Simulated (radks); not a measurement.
Values are calculated unless marked as measured or tabulated.
All-electron atom: the terbium ion Tb20+ in [Kr] 4d9.

Code: a radial shooting solver on a logarithmic mesh with Libxc functionals. Model: scalar-relativistic Kohn-Sham, MS2 meta-GGA, spin-polarised, spherical densities, finite nucleus; open shells are filled with parallel spins first (spin-orbit coupling, left out, can overturn this in heavy ions); meta-GGA in the generalised Kohn-Sham scheme; Fermi nuclear charge, rms radius 5.06 fm.

Energy parts (Ry):
part                       energy
total                 -23117.3722
kinetic                24903.4339
electron-nucleus      -54660.2247
Hartree                 7109.9247
exchange-correlation    -470.5061

Orbitals (lengths in bohr, moments of r in powers of bohr; <r^-3> diverges for s and p1/2; r(90%) holds 90 % of the orbital's charge):
| orbital | occ. | eigenvalue (Ry) | <r^2> | <r^4> | <r^-3> | r(90%) |
|---|---|---|---|---|---|---|
| 1s up | 1 | -3853.647 | 0.0006312 | 1.062e-06 | - | 0.0389 |
| 1s down | 1 | -3853.644 | 0.0006312 | 1.062e-06 | - | 0.0389 |
| 2s up | 1 | -672.4655 | 0.009880 | 0.0001680 | - | 0.142 |
| 2s down | 1 | -672.4275 | 0.009880 | 0.0001680 | - | 0.142 |
| 2p up | 3 | -601.4963 | 0.007992 | 0.0001264 | 12090 | 0.132 |
| 2p down | 3 | -601.4618 | 0.007991 | 0.0001264 | 12090 | 0.132 |
| 3s up | 1 | -180.5115 | 0.06497 | 0.006356 | - | 0.349 |
| 3s down | 1 | -180.5078 | 0.06495 | 0.006349 | - | 0.349 |
| 3p up | 3 | -158.5148 | 0.06523 | 0.006674 | 2568 | 0.355 |
| 3p down | 3 | -158.4992 | 0.06520 | 0.006666 | 2568 | 0.355 |
| 3d up | 5 | -130.0318 | 0.05470 | 0.005289 | 344.2 | 0.336 |
| 3d down | 5 | -129.9883 | 0.05469 | 0.005284 | 344.1 | 0.336 |
| 4s up | 1 | -65.13939 | 0.3024 | 0.1289 | - | 0.738 |
| 4s down | 1 | -64.97607 | 0.3025 | 0.1291 | - | 0.738 |
| 4p up | 3 | -57.46898 | 0.3296 | 0.1558 | 649.6 | 0.775 |
| 4p down | 3 | -57.31032 | 0.3299 | 0.1562 | 648.7 | 0.775 |
| 4d up | 5 | -46.96237 | 0.3585 | 0.1927 | 80.05 | 0.821 |
| 4d down | 4 | -46.81132 | 0.3591 | 0.1934 | 79.96 | 0.822 |

The highest occupied level is 4d down at -636.90 eV. Spin moment in Bohr magnetons: 1. The density falls to 0.001 e/bohr^3 at r = 1.49 bohr. The electron density at the nucleus is 7.198e+05 e/bohr^3 (large components only). The spin density at the nucleus is -3.505 e/bohr^3 (1s -0.523, 2s -4.871, 3s -0.022, 4s 1.911).
